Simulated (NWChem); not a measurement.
System: C2H7NSe; SMILES [Se](N)CC

Excerpt of the output:

```
             Northwest Computational Chemistry Package (NWChem) 7.3.0
             --------------------------------------------------------

                             Geometry "geometry" -> ""
                             -------------------------

 Output coordinates in angstroms (scale by  1.889725989 to convert to a.u.)

  No.       Tag          Charge          X              Y              Z
 ---- ---------------- ---------- -------------- -------------- --------------
    1 Se                  34.0000     0.41823600    -0.65354300     0.02431000
    2 C                    6.0000     0.42668700     1.25543400    -0.54989200
    3 C                    6.0000    -0.40312000     2.17575800     0.33831400
    4 H                    1.0000     0.09749700     1.29525100    -1.59303900
    5 H                    1.0000     1.48872200     1.52704800    -0.52889700
    6 H                    1.0000    -0.03147200     2.17620100     1.36799500
    7 H                    1.0000    -1.45411400     1.86361300     0.35939500
    8 H                    1.0000    -0.37673400     3.20658800    -0.03835000
    9 N                    7.0000    -1.39225100    -1.12809900    -0.09869600
   10 H                    1.0000    -1.72336300    -1.00711300    -1.05361900
   11 H                    1.0000    -1.95198500    -0.54570600     0.52027700

 Effective nuclear repulsion energy (a.u.)     271.2364333457

                              NWChem Property Module
                              ----------------------

  itol2e modified to match energy
  convergence criterion.

                                 NWChem DFT Module
                                 -----------------

 Summary of "ao basis" -> "ao basis" (spherical)
 ------------------------------------------------------------------------------
       Tag                 Description            Shells   Functions and Types
 ---------------- ------------------------------  ------  ---------------------
 Se                        def2-tzvp                16       48   6s5p4d1f
 C                         def2-tzvp                11       31   5s3p2d1f
 H                         def2-tzvp                 4        6   3s1p
 N                         def2-tzvp                11       31   5s3p2d1f

  itol2e modified to match energy
  convergence criterion.

            General Information
            -------------------
          SCF calculation type: DFT
          Wavefunction type:  closed shell.
          No. of atoms     :    11
          No. of electrons :    60
           Alpha electrons :    30
            Beta electrons :    30
          Charge           :     0
          Spin multiplicity:     1
          Use of symmetry is: off; symmetry adaption is: off
          Maximum number of iterations: 150
          AO basis - number of functions:   183
                     number of shells:    77
          Convergence on energy requested:  1.00D-07
          Convergence on density requested:  1.00D-05
          Convergence on gradient requested:  5.00D-04

              XC Information
              --------------
                     Hartree-Fock (Exact) Exchange  1.000
                   CAM-Becke88 Exchange Functional  1.000
                      VWN V Correlation Functional  0.190 local
              Lee-Yang-Parr Correlation Functional  0.810

           Range-Separation Parameters
           ---------------------------
           Alpha           :  0.19
           Beta            :  0.46
           Gamma           :  0.33
           Short-Range HF  :     F

             Grid Information
             ----------------
          Grid used for XC integration:  fine
          Radial quadrature: Mura-Knowles
          Angular quadrature: Lebedev.
          Tag              B.-S. Rad. Rad. Pts. Rad. Cut. Ang. Pts.
          ---              ---------- --------- --------- ---------
          Se                  1.15      140          12.0       974
          C                   0.70       70          11.0       590
          H                   0.35       60          12.0       590
          N                   0.65       70          12.0       590
          Grid pruning is: on
          Number of quadrature shells:   770
          Spatial weights used:  Erf1

      Superposition of Atomic Density Guess
      -------------------------------------

 Sum of atomic energies:       -2532.95939919

      Non-variational initial energy
      ------------------------------

 Total energy =   -2534.961484
 1-e energy   =   -4061.388835
 2-e energy   =    1255.190918
 HOMO         =      -0.249861
 LUMO         =      -0.004869

   convergence    iter        energy       DeltaE   RMS-Dens  Diis-err
 ---------------- ----- ----------------- --------- --------- ---------
 d= 0,ls=0.0,diis     1  -2536.7681056683 -2.81D+03  2.77D-03  8.43D-01
 d= 0,ls=0.0,diis     2  -2536.8101218595 -4.20D-02  1.36D-03  9.76D-02
 d= 0,ls=0.0,diis     3  -2536.8126809934 -2.56D-03  6.66D-04  6.15D-02
 d= 0,ls=0.0,diis     4  -2536.8192191896 -6.54D-03  1.24D-04  2.10D-03
 d= 0,ls=0.0,diis     5  -2536.8194190139 -2.00D-04  4.36D-05  1.13D-04
  Resetting Diis
 d= 0,ls=0.0,diis     6  -2536.8194302159 -1.12D-05  1.59D-05  1.15D-05
 d= 0,ls=0.0,diis     7  -2536.8194320545 -1.84D-06  6.94D-06  6.80D-07
 d= 0,ls=0.0,diis     8  -2536.8194321531 -9.86D-08  2.25D-06  4.53D-07

         Total DFT energy =    -2536.819432153057
      One electron energy =    -4064.990943825380
           Coulomb energy =     1364.512743911569
    Exchange-Corr. energy =     -107.577665584946
 Nuclear repulsion energy =      271.236433345701

 Numeric. integr. density =       59.999999992486

                       DFT Final Molecular Orbital Analysis
                       ------------------------------------

 Vector   28  Occ=2.000000D+00  E=-3.808203D-01
              MO Center= -2.2D-01, -4.7D-01, -4.4D-02, r^2= 3.5D+00
   Bfn.  Coefficient  Atom+Function         Bfn.  Coefficient  Atom+Function
  ----- ------------  ---------------      ----- ------------  ---------------
    16      0.214481   1 Se px              147     -0.206798   9 N  py
    17     -0.197466   1 Se py                6      0.189274   1 Se s
   150     -0.178539   9 N  py               10     -0.163949   1 Se px
   153     -0.151871   9 N  py               13      0.150727   1 Se px
     5      0.146145   1 Se s               146     -0.143564   9 N  px

[...]

          -----------------------
          Electric field gradient
          -----------------------

 1 a.u. = 0.324123 10**(16) esu/cm**3  ( or statvolts/cm**2 ) = 0.97174 10**(22) v/m**2

 ------------------------------------------------------------
   Atom      X         Y         Z
 ------------------------------------------------------------
    1 Se   0.79035  -1.23502   0.04594
 ------------------------------------------------------------

 Electric field gradient in molecular frame (a.u.)
         XX             YY             ZZ             XY             XZ             YZ
 ------------------------------------------------------------------------------------------
       -4.317170      -2.100944       6.418114      -2.507413      -0.983402       2.509682

 Principal components (a.u.) and orientation
 of principal axis w.r.t. absolute frame                      Asymmetry parameter eta
 --------------------------------------------------------------------------------------
        7.333676      -5.977172      -1.356504                       0.630062

       -0.142214       0.823882      -0.548629
        0.289580       0.564643       0.772866
        0.946530      -0.048959      -0.318880

 ------------------------------------------------------------
   Atom      X         Y         Z
 ------------------------------------------------------------
    2 C    0.80632   2.37243  -1.03915
 ------------------------------------------------------------

 Electric field gradient in molecular frame (a.u.)
         XX             YY             ZZ             XY             XZ             YZ
 ------------------------------------------------------------------------------------------
        0.099185      -0.187313       0.088128      -0.001282       0.022525       0.086413

 Principal components (a.u.) and orientation
 of principal axis w.r.t. absolute frame                      Asymmetry parameter eta
 --------------------------------------------------------------------------------------
       -0.212358       0.128529       0.083828                       0.210500

        0.024050       0.589385       0.807494
        0.960291       0.210962      -0.182581
       -0.277961       0.779821      -0.560908

 ------------------------------------------------------------
   Atom      X         Y         Z
 ------------------------------------------------------------
    3 C   -0.76179   4.11159   0.63932
 ------------------------------------------------------------

 Electric field gradient in molecular frame (a.u.)
         XX             YY             ZZ             XY             XZ             YZ
 ------------------------------------------------------------------------------------------
        0.005387      -0.016120       0.010733       0.024987       0.035342      -0.036601

 Principal components (a.u.) and orientation
 of principal axis w.r.t. absolute frame                      Asymmetry parameter eta
 --------------------------------------------------------------------------------------
       -0.065714       0.046134       0.019580                       0.404096

        0.506948       0.539434       0.672321
       -0.662443      -0.255238       0.704289
       -0.551519       0.802412      -0.227952

 ------------------------------------------------------------
   Atom      X         Y         Z
 ------------------------------------------------------------
    4 H    0.18424   2.44767  -3.01041
 ------------------------------------------------------------

 Electric field gradient in molecular frame (a.u.)
         XX             YY             ZZ             XY             XZ             YZ
 ------------------------------------------------------------------------------------------
        0.103265       0.142145      -0.245410       0.005475      -0.125321       0.011188

 Principal components (a.u.) and orientation
 of principal axis w.r.t. absolute frame                      Asymmetry parameter eta
 --------------------------------------------------------------------------------------
       -0.286134       0.144936       0.141198                       0.013063

        0.306596       0.773635      -0.554516
       -0.028773       0.589839       0.807008
        0.951405      -0.231471       0.203102

 ------------------------------------------------------------
   Atom      X         Y         Z
 ------------------------------------------------------------
    5 H    2.81328   2.88570  -0.99947
 ------------------------------------------------------------

 Electric field gradient in molecular frame (a.u.)
         XX             YY             ZZ             XY             XZ             YZ
 ------------------------------------------------------------------------------------------
       -0.258618       0.113491       0.145127      -0.099407      -0.010192      -0.002739

 Principal components (a.u.) and orientation
 of principal axis w.r.t. absolute frame                      Asymmetry parameter eta
 --------------------------------------------------------------------------------------
       -0.283769       0.145391       0.138377                       0.024718

        0.969756      -0.017578      -0.243443
        0.242834      -0.031025       0.969572
        0.024596       0.999364       0.025818

 ------------------------------------------------------------
   Atom      X         Y         Z
 ------------------------------------------------------------
    6 H   -0.05947   4.11242   2.58514
 ------------------------------------------------------------

 Electric field gradient in molecular frame (a.u.)
         XX             YY             ZZ             XY             XZ             YZ
 ------------------------------------------------------------------------------------------
        0.091626       0.144775      -0.236401       0.002946      -0.138339      -0.001961

 Principal components (a.u.) and orientation
 of principal axis w.r.t. absolute frame                      Asymmetry parameter eta
 --------------------------------------------------------------------------------------
       -0.286954       0.147155       0.139799                       0.025632

        0.343205       0.533490       0.773045
        0.001924       0.822635      -0.568567
        0.939258      -0.196622      -0.281307

 ------------------------------------------------------------
   Atom      X         Y         Z
 ------------------------------------------------------------
    7 H   -2.74788   3.52172   0.67916
 ------------------------------------------------------------

 Electric field gradient in molecular frame (a.u.)
         XX             YY             ZZ             XY             XZ             YZ
 ------------------------------------------------------------------------------------------
       -0.251043       0.105734       0.145309      -0.119179       0.008124      -0.000824

 Principal components (a.u.) and orientation
 of principal axis w.r.t. absolute frame                      Asymmetry parameter eta
 --------------------------------------------------------------------------------------
       -0.287323       0.147276       0.140047                       0.025160

        0.956842       0.160577      -0.242217
        0.290088      -0.477808       0.829186
       -0.017415       0.863664       0.503767

 ------------------------------------------------------------
   Atom      X         Y         Z
 ------------------------------------------------------------
    8 H   -0.71192   6.05957  -0.07247
 ------------------------------------------------------------

 Electric field gradient in molecular frame (a.u.)
         XX             YY             ZZ             XY             XZ             YZ
 ------------------------------------------------------------------------------------------
        0.143242      -0.233179       0.089937      -0.009866       0.007067       0.138644

 Principal components (a.u.) and orientation
 of principal axis w.r.t. absolute frame                      Asymmetry parameter eta
 --------------------------------------------------------------------------------------
       -0.284834       0.145816       0.139018                       0.023867

        0.027337       0.817285      -0.575585
        0.937361       0.179084       0.298804
       -0.347286       0.547700       0.761195

 ------------------------------------------------------------
   Atom      X         Y         Z
 ------------------------------------------------------------
    9 N   -2.63097  -2.13180  -0.18651
 ------------------------------------------------------------

 Electric field gradient in molecular frame (a.u.)
         XX             YY             ZZ             XY             XZ             YZ
 ------------------------------------------------------------------------------------------
       -0.682997       0.888158      -0.205161      -0.062037      -0.041856      -0.359303

 Principal components (a.u.) and orientation
 of principal axis w.r.t. absolute frame                      Asymmetry parameter eta
 --------------------------------------------------------------------------------------
        0.997008      -0.693136      -0.303872                       0.390432

       -0.028267       0.988243      -0.150254
        0.958008       0.069691       0.278143
       -0.285345       0.136082       0.948715

[...]
```

Level: CAM-B3LYP/def2-TZVP. Coordinates come from a B3LYP/6-31G* (spherical d) optimisation. NWChem prints the field gradient with the sign opposite to the second derivative of the potential.

Problem. Write an input that gives this output.

Solution. Several could match; the one computed here: the input that was run:
```
start job
memory heap 200 mb stack 900 mb global 1100 mb
geometry units angstroms noautosym nocenter noautoz
  Se     0.418236    -0.653543     0.024310
  C      0.426687     1.255434    -0.549892
  C     -0.403120     2.175758     0.338314
  H      0.097497     1.295251    -1.593039
  H      1.488722     1.527048    -0.528897
  H     -0.031472     2.176201     1.367995
  H     -1.454114     1.863613     0.359395
  H     -0.376734     3.206588    -0.038350
  N     -1.392251    -1.128099    -0.098696
  H     -1.723363    -1.007113    -1.053619
  H     -1.951985    -0.545706     0.520277
end
basis spherical
  * library def2-tzvp
end
dft
  xc xcamb88 1.00 lyp 0.81 vwn_5 0.19 hfexch 1.00
  cam 0.33 cam_alpha 0.19 cam_beta 0.46
  iterations 150
  semidirect filesize 400000000
end
property
  efieldgrad
end
task dft property
```
